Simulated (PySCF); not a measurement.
Compound: C₆H₄ClF₂ (doublet state).
Numbering: `[F:1][C:2]1[CH:3]=[CH:4][C:5]([F:6])=[CH:7][C@@H:8]1[Cl:9]` (hydrogens: H10 on C3; H11 on C4; H12 on C7; H13 on C8)

Computed, not measured: PySCF 2.14.0, UKS B3LYP, pcH-1 on C Cl F H, non-relativistic, mean-field spin-orbit, GIAO. Geometry: GFN2-xTB; no solvent, vibrations or thermal averaging. The geometry wasn't refined by DFT: couplings that depend on bond lengths, twists or pyramidal angles can differ widely from those at the functional's own minimum. Stability of the SCF solution: not tested. ⟨S²⟩ is 0.781 where a pure state has 0.75.

Question: Match the computed a_iso(19F) values +58.4, -20.4 MHz with the sites F1; F6.

Answer: 
```csv
site,a_iso (MHz),ρ(0) (bohr⁻³),position,distance from C4 (Å),bound to,spin population there,largest |T| (MHz)
F1,+58.4,+0.0138,1 bond from C2,3.61,C2,+0.35,208.9
F6,-20.4,-0.0049,2 bonds from C7,2.35,C5,-0.15,52.2
```

Question: Match the computed a_iso(1H) values +49.0, -29.0, -20.6, +9.6 MHz with the sites H10; H11; H12; H13.

Answer: 
```tsv
site	a_iso (MHz)	ρ(0) (bohr⁻³)	position	distance from C4 (Å)	bound to	spin population there	largest |T| (MHz)
H10	+9.6	+0.0021	2 bonds from C2, on C3 of spin population -0.18	2.15	C3	-0.18	4.6
H11	-29.0	-0.0065	1 bond from C4	1.08	C4	+0.44	17.4
H12	-20.6	-0.0046	1 bond from C7	3.40	C7	+0.31	13.1
H13	+49.0	+0.0110	2 bonds from C2	3.85	C8	-0.05	3.6
```

ρ(0) is the spin density at the nucleus and T the dipolar tensor; a_iso includes a spin–orbit part. Largest spin populations (Mulliken): C4 (+0.44), C2 (+0.35), C7 (+0.31) and Cl9 (+0.27). Four atoms exceed +0.15. The positive populations add up to 1.42 and the negative ones to -0.42, together 2S = 1. Main spin sites, with 60 % or more of the largest population: C2, C4, C7, Cl9; positions count bonds from the nearest.

The SMILES `F[C]1C=CC(F)=C[C@@H]1Cl` draws the unpaired electron on C2, whose computed spin population is only +0.35.
